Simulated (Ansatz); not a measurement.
F2Ge (SMILES [F][Ge][F]): geometry of the low-spin state from B3LYP-D3(BJ)/def2-TZVP.
(charge 0, multiplicity 1):
```xyz
3

F     -1.321    -0.744     0.000
Ge     0.000     0.418     0.000
F      1.322    -0.741     0.000
```
The high-spin state stands at its own minimum; R- takes a restricted low-spin state.

Programs: Ansatz (Gaussian orbitals). 

The gap E(multiplicity 1) − E(multiplicity 3) (kcal/mol) and the share of exact exchange:

```tsv
functional	exact exchange (%)	value
R-PBE/def2-TZVPP	0	-81.36
R-PBE0/def2-TZVPP	25	-79.33
R-B3LYP/def2-TZVPP	20	-84.65
R-BHLYP/def2-TZVPP	50	-82.34
R-r2SCAN/def2-TZVPP	0	-77.25
```

Problem. Take the value as linear in the share of exact exchange along PBE and PBE0. Give the slope, say whether the sign turns, and set the other functionals against that line.

Solution. 
Slope: (-79.33 − (-81.36))/2.5 = 0.81 kcal/mol for each 10 %. The line keeps its sign from 0 to 100 %. At 50 % it gives -77.3 kcal/mol. From B3LYP to BHLYP the slope is (-82.34 − (-84.65))/3 = 0.77 for each 10 %. BHLYP, at 50 %, lies -5.0 from the PBE line. B3LYP, at 20 %, lies -4.9 from the PBE line. r2SCAN, with none, stands 4.1 from PBE.

Ansatz is a quantum-chemistry and plane-wave program.
